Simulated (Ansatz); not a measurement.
FGeH$_{5}$OSSi (`F[SiH](S)[O][GeH3]`), relaxed with RKS PBE-D4/def2-SVP in the Gaussian-basis code of Ansatz from a rough embedded geometry. The force threshold is 0.03 eV/Å; the program also tests the step.

Total charge 0; spin multiplicity 1.

Start:

```xyz
10

F     1.090   -1.165    1.442
Si    1.056   -0.027    0.277
S     2.680    1.351    0.589
O    -0.420    0.850    0.304
Ge   -1.687   -0.341   -0.112
H     1.220   -0.667   -1.052
H     2.286    2.121   -0.594
H    -3.063    0.336   -0.086
H    -1.705   -1.611    0.818
H    -1.458   -0.846   -1.585
```

| step | energy (eV) | largest force (eV/Å) | largest move (Å) |
| --- | --- | --- | --- |
| 1 | -80041.1640 | 2.029 | 0.000 |
| 2 | -80041.4678 | 1.259 | 0.195 |
| 3 | -80041.5441 | 0.830 | 0.100 |
| 4 | -80041.5943 | 0.452 | 0.200 |
| 5 | -80041.6127 | 0.325 | 0.075 |
| 6 | -80041.6262 | 0.132 | 0.118 |
| 7 | -80041.6297 | 0.100 | 0.085 |
| 8 | -80041.6304 | 0.065 | 0.059 |
| 9 | -80041.6310 | 0.064 | 0.029 |
| 10 | -80041.6314 | 0.044 | 0.045 |
| 11 | -80041.6327 | 0.034 | 0.099 |
| 14 | -80041.6331 | 0.012 | 0.018 |
| 17 | -80041.6345 | 0.132 | 0.070 |
| 20 | -80041.6378 | 0.201 | 0.031 |
| 23 | -80041.6603 | 0.144 | 0.189 |
| 26 | -80041.6648 | 0.053 | 0.059 |
| 29 | -80041.6673 | 0.098 | 0.073 |
| 32 | -80041.6704 | 0.125 | 0.070 |
| 35 | -80041.6744 | 0.102 | 0.163 |
| 38 | -80041.6808 | 0.160 | 0.106 |
| 41 | -80041.6851 | 0.068 | 0.097 |
| 44 | -80041.6886 | 0.050 | 0.054 |
| 46 | -80041.6893 | 0.029 | 0.033 |

End:

```xyz
10

F     1.206   -1.326    0.832
Si    1.325   -0.100   -0.259
S     2.589    1.474    0.447
O    -0.211    0.472   -0.485
Ge   -1.810   -0.317   -0.136
H     1.946   -0.669   -1.492
H     1.615    1.967    1.265
H    -2.837    0.554   -0.895
H    -2.043   -0.282    1.395
H    -1.779   -1.773   -0.672
```

It took 72 s on 4 threads of an Arm Neoverse V2 on a shared host, with 0.19 GiB of host memory at the peak.
